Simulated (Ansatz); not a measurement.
Relaxation of Cd3Te3 with RKS PBE-D4/def2-SVP.

```sh
$ ansatz run in.yaml --threads 2 --pin off --events-out ev --progress --plain --max-ram 32768MiB --backend cuda --devices 0, --max-vram 18GiB
```

```yaml
crystal:
  periodic: [false, false, false]
  atoms:
    - {symbol: Cd, position_ang: [0.595650, 1.731700, 0.773570]}
    - {symbol: Cd, position_ang: [-0.974730, -1.300870, 0.652360]}
    - {symbol: Cd, position_ang: [-1.591370, -0.066450, -1.905740]}
    - {symbol: Te, position_ang: [-1.524170, 0.926630, 2.273780]}
    - {symbol: Te, position_ang: [1.608140, -1.863530, -0.350430]}
    - {symbol: Te, position_ang: [1.886480, 0.572510, -1.443530]}
basis:
  gaussian: {orbitals: def2-SVP}
hamiltonian: {xc: pbe, dispersion: d4}
scf: {lower_state_search: "off"}
output: {orbitals: {seedname: orbitals}}
relax: {f_tol: 0.02, max_steps: 100}
```

Hardware: 2 threads of AMD EPYC 7R13 on a shared host and a share (18 GiB) of an NVIDIA H100 80GB HBM3. Wall time 24 s, peak host memory 0.83 GiB.

Positions (Å) and forces (eV/Å) at steps 1, 2, 3, 4, 5, 7, 8 of 8:

```xyz
6
step=1 energy=-35577.0487 eV
Cd    0.596    1.732    0.774   -0.038   -0.432   -0.156
Cd   -0.975   -1.301    0.652    0.220    0.406    0.054
Cd   -1.591   -0.066   -1.906   -0.045    0.014   -0.189
Te   -1.524    0.927    2.274    0.099   -0.052   -0.034
Te    1.608   -1.864   -0.350   -0.042   -0.678    0.358
Te    1.886    0.573   -1.444   -0.194    0.741   -0.033
6
step=2 energy=-35577.1478 eV
Cd    0.557    1.593    0.765   -0.036    0.017    0.113
Cd   -0.884   -1.136    0.605    0.108   -0.123    0.059
Cd   -1.631   -0.048   -2.016   -0.025   -0.070   -0.062
Te   -1.514    0.931    2.352    0.062   -0.003   -0.044
Te    1.674   -1.955   -0.257   -0.267    0.485   -0.140
Te    1.797    0.614   -1.449    0.158   -0.306    0.073
6
step=3 energy=-35577.1809 eV
Cd    0.582    1.581    0.785    0.018    0.009   -0.006
Cd   -0.917   -1.150    0.623   -0.021    0.013    0.078
Cd   -1.609   -0.104   -2.035   -0.049   -0.028   -0.084
Te   -1.495    0.932    2.360    0.000   -0.006    0.017
Te    1.612   -1.888   -0.279    0.012    0.030   -0.061
Te    1.827    0.629   -1.454    0.040   -0.019    0.056
6
step=4 energy=-35577.2083 eV
Cd    0.602    1.586    0.825    0.044    0.020   -0.028
Cd   -0.930   -1.113    0.652    0.059   -0.038    0.209
Cd   -1.629   -0.209   -2.141   -0.205    0.046   -0.233
Te   -1.468    0.949    2.413   -0.027   -0.031   -0.012
Te    1.559   -1.879   -0.337    0.028   -0.046    0.015
Te    1.866    0.667   -1.413    0.100    0.049    0.048
6
step=5 energy=-35577.2215 eV
Cd    0.613    1.592    0.832    0.014    0.001   -0.021
Cd   -0.920   -1.116    0.657    0.055   -0.004    0.067
Cd   -1.671   -0.206   -2.171   -0.041    0.019   -0.047
Te   -1.466    0.946    2.408   -0.029   -0.012   -0.010
Te    1.571   -1.881   -0.324   -0.019   -0.029   -0.001
Te    1.874    0.665   -1.402    0.021    0.025    0.013
6
step=7 energy=-35577.2221 eV rejected
Cd    0.623    1.588    0.842   -0.002    0.016   -0.047
Cd   -0.859   -1.135    0.700    0.009   -0.025   -0.042
Cd   -1.696   -0.177   -2.107   -0.016    0.006   -0.024
Te   -1.533    0.967    2.330    0.003    0.014    0.062
Te    1.576   -1.908   -0.373    0.003   -0.028    0.027
Te    1.890    0.664   -1.391    0.003    0.017    0.024
6
step=8 energy=-35577.2247 eV
Cd    0.602    1.603    0.824    0.004   -0.004   -0.005
Cd   -0.877   -1.124    0.680   -0.003    0.000    0.001
Cd   -1.688   -0.184   -2.143   -0.002    0.003    0.004
Te   -1.498    0.952    2.376   -0.010    0.002    0.005
Te    1.572   -1.908   -0.351    0.009    0.005   -0.004
Te    1.889    0.660   -1.386    0.003   -0.006   -0.001
```

In the def2 sets Cd, Te take a core potential; there is no spin–orbit coupling. The structure comes from a short search, and lower isomers may exist.
